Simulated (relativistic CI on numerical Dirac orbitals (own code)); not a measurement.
Hyperfine structure of Tm29+, mass number 171

Method of calculation: Dirac-Coulomb-Breit CI, separate exchange-only KLI orbitals for each configuration, model QED, unscaled Slater integrals (own radial code, finite nucleus).

Configurations in the expansion (outside the closed core [Ar] 3d10): 4s2 4p6 4d4, 4s2 4p5 4d5, 4s2 4p6 4d3 4f, 4s 4p6 4d5, 4s 4p6 4d4 4f, 4s2 4p6 4d3 5s, 4s2 4p6 4d3 5d, 4s2 4p6 4d3 6s, 4p6 4d6, 4p5 4d7, 4s2 4p6 4d2 5s2, 4s2 4p6 4d 4f 5s2, 4s 4p6 4d2 4f 5s2, 4s2 4p6 4d 5s2 5d, 4p6 4d5 5s, 4p5 4d6 5s. Double excitations out of closed p, d and f shells are left out; levels of such configurations are missing from the list, as are those of other unlisted configurations, and high levels can miss mixing partners.

Nuclear spin I = 1/2, μ = -0.23 μN (tables of Stone and Pyykkö). The electronic factors are computed for point nuclear moments, without core polarisation or the Bohr-Weisskopf and QED corrections.

```
           Level  E (cm⁻¹)  A (MHz)
4s2 4p6 4d4 5D_1   70336.8    303.9
4s2 4p6 4d4 5D_2  104162.3    -2792
4s2 4p6 4d4 3H_5  199008.1    -4835
4s2 4p6 4d4 3P_1  205288.5    -5085
4s2 4p6 4d4 3H_6  209453.0    -5089
4s2 4p6 4d4 3G_4  220987.4    -5519
```

Levels with J = 0, under 50 % of one LS term, or S terms without an open s electron are left out. Small factors come from cancelling terms and can be off by tens of per cent or more.

At this charge energies of transitions that change n are usually good to better than 1 %, and those within a shell (Δn = 0) to a few per cent. Terms inside the open d or f shell come out 10 to 20 % too wide with unscaled integrals.

(1) Give the hyperfine levels of 4s2 4p6 4d4 5D_2 relative to its centre of gravity.

## Answers

(1) With K = F(F + 1) − I(I + 1) − J(J + 1), E = AK/2: F = 3/2: 4187, F = 5/2: -2792 MHz.

LS names give the leading component of a level, which can be under half, so a name can repeat, a term be missing and a line seem to break the LS rules.
